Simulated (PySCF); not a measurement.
C2H7BrGaN.
Structure used (PBE0-D3(BJ)/def2-SVP), in Å, numbered top down from 1:
```
atom  x, y, z in Å
C1     2.129   -0.445    0.343
C2     1.293    0.036   -0.586
Ga3   -0.332    1.040   -0.134
N4    -1.822   -0.485   -0.196
Br5   -0.563    1.322    2.202
H6     1.944   -0.291    1.413
H7     3.041   -1.000    0.085
H8     1.554   -0.141   -1.640
H9    -0.992    2.180   -0.985
H10   -2.693   -0.129    0.199
H11   -2.019   -0.874   -1.118
H12   -1.501   -1.241    0.410
```

Theory: PySCF 2.14.0, PBE0-D3(BJ)/def2-SVP geometry optimisation, gas phase.

Question: Which atoms are bound to Ga3, and at what distances?

Answer: 4 atoms: H9 1.569 Å, C2 1.963 Å, N4 2.133 Å, Br5 2.364 Å. The nearest atom not counted as bound is H12, at 2.62 Å.

Question: List the angles at Ga3.

Answer: 
```json
{"angle": "C2–Ga3–H9", "degrees": "126.5", "distance of the outer atoms (Å)": "3.16"}
{"angle": "Br5–Ga3–H9", "degrees": "114.1", "distance of the outer atoms (Å)": "3.33"}
{"angle": "C2–Ga3–Br5", "degrees": "111.7", "distance of the outer atoms (Å)": "3.59"}
{"angle": "N4–Ga3–H9", "degrees": "102.1", "distance of the outer atoms (Å)": "2.90"}
{"angle": "C2–Ga3–N4", "degrees": "101.9", "distance of the outer atoms (Å)": "3.18"}
{"angle": "N4–Ga3–Br5", "degrees": "92.6", "distance of the outer atoms (Å)": "3.26"}
```

Question: Describe the arrangement about Ga3 in numbers.

Answer: Angles from 92.6° to 126.5°; τ4 = (360° − α − β)/141° = 0.85 with α and β the two widest (0 for a square, 1 for a tetrahedron).

Question: What are the other bond lengths?

Answer: C1=C2 1.339 Å; C1–H6 1.097 Å; C1–H7 1.098 Å; C2–H8 1.100 Å; N4–H10, N4–H11, N4–H12 1.021 Å.

Question: Give some angles away from the centre.

Answer: C1–C2–Ga3 122.7°.

Question: What are the rotational constants (commonest isotopes, rigid rotor)?

Answer: A = 2473, B = 1348, C = 1062 MHz: an asymmetric top.

Point group: C1 (no symmetry element, even within 0.4 Å). Charge 0, singlet. PBE0-D3(BJ)/def2-SVP frequencies: not computed here.

One conformer stands for the species.
